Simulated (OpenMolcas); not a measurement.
An atom or ion with 72 electrons was computed by XMS-CASPT2, IPEA 0.25 Eh, imaginary shift 0.1 Eh with spin-orbit coupling (OpenMolcas, ANO-RCC-VTZP, DKH2). The lowest levels that the run gave, each within 12 % of the measured value where one is at hand:

```tsv
J	Parity	E (cm-1)	g
0	even	0.0	
1	even	2960	1.500
2	even	5850	1.484
3	even	8330	1.471
4	even	10340	1.440
0	even	15660	
4	even	18280	0.945
1	even	21060	1.424
3	even	21530	0.902
2	even	21760	0.791
5	even	22490	1.069
6	even	24520	1.131
```

**Question.** Which ion is it, and what are the configurations and terms?

**Answer.** Re IV (Z = 75, charge +3; active space 4 electrons in 10 orbitals (5d 6d)). J, parity and g give the terms where levels are pure, and mixed ones are named by the computed weights; the size of the splittings, set against known spectra of the 72-electron sequence, gives the charge. In order, with the measured energies in cm-1 (the list in Brasseur, Gamrath and Quinet, At. Data Nucl. Data Tables 157, 101636 (2024)): 5d4 5D0 [71 %], 5d4 5D1 (3084), 5d4 5D2 (5979), 5d4 5D3 (8350), 5d4 5D4 (10121), 5d4 3P0(1) [60 %], 5d4 3H4 [59 %] (16946), 5d4 3P1(1) (19340), 5d4 3G3 [60 %] (19817), 5d4 3F2(1) [71 %] (19851), 5d4 3H5 (20930), 5d4 3H6 (22896).

CASPT2 breaks the degeneracy within a term, and the mean is taken; among the terms shown or strongly mixed into the levels shown the widest spread is 1000 cm-1 (5d4 1I). Active for correlation alone: 6d; no level in the range computed is led by a configuration that fills it, so any true level of that kind is missing. The CASPT2 spread within a term exceeds the gap to the next term for 5d4 1I and 5d4 1G(1), so the order of their levels is uncertain. Measured partners are found by configuration, term and J. A level has none where our copy of the source lacks it or the pairing is in doubt (some pairs that miss far off the trend of their configuration count as doubtful), and it then counts in no deviation. Only configurations of the active space appear.

A share in square brackets marks a mixed level and gives the weight of the term that names it. A number in round brackets counts repeated terms of one configuration in the order of the reference energies.
